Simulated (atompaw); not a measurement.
# Before and after: PAW (atompaw) potential for antimony (Sb)

atompaw 4.2.0.5 input, output lines left out:

```
Sb 51
GGA-PBESOL scalarrelativistic loggrid 1500 logderivrange -3 5 201
5 5 4 0 0 0
5 1 3
0 0 0
c
c
c
c
v
c
c
c
v
c
c
2
2.20 2.10 2.05 1.15
y
0.45
n
y
1.55
n
y
0.1
n
custom rrkj gramschmidtortho sinc
3 -0.5 troulliermartins
2.20
2.20
2.20
2.20
2.10
```

Change: local potential bessel scheme, radius 2.05 bohr.

Cutoffs: the cutoffs (Ry, on a coarse ladder) from which the occupation-weighted sum of valence levels, in a spherical-Bessel basis at the reference potential, stays within 10 and 1 mRy of its value at 400 Ry; they do not see the model core or the augmentation charge, which bear on the density cutoff.

Task: What does the change do?

Result: Both files are so soft that the ladder of cutoffs tells neither apart; the bound ghost in s disappears; the range in which the p phases agree widens (upper end 2.9 → at the end of the scan). A state that the projectors do not describe sees the local part alone, so a deeper or shallower local part can create or remove a ghost.

| quantity | base | changed |
| --- | --- | --- |
| cutoff, loose | 6 Ry | 6 Ry |
| cutoff, tight | 8 Ry | 8 Ry |
| bound ghosts | s | none |
| s: phases at 2.21 bohr within 0.05 rad from the reference energy up to (Ry; the scan ends near 5) | to the end of the scan | 4.8 |
| p: phases at 2.21 bohr within 0.05 rad from the reference energy up to (Ry; the scan ends near 5) | 2.9 | to the end of the scan |
| d: phases at 2.21 bohr within 0.05 rad from the reference energy up to (Ry; the scan ends near 5) | 0.5 | 0.7 |
| lowest overlap eigenvalue by channel | s 0.28, p 0.46, d 1.00 | s 0.37, p 0.56, d 1.00 |

 A true bound ghost makes a file unfit for plane-wave use even where its test errors are small: the radial tests pick states by their node count and pass the ghost by. The cutoffs see the waves, projectors and local potential, not the compensation charge or the core.
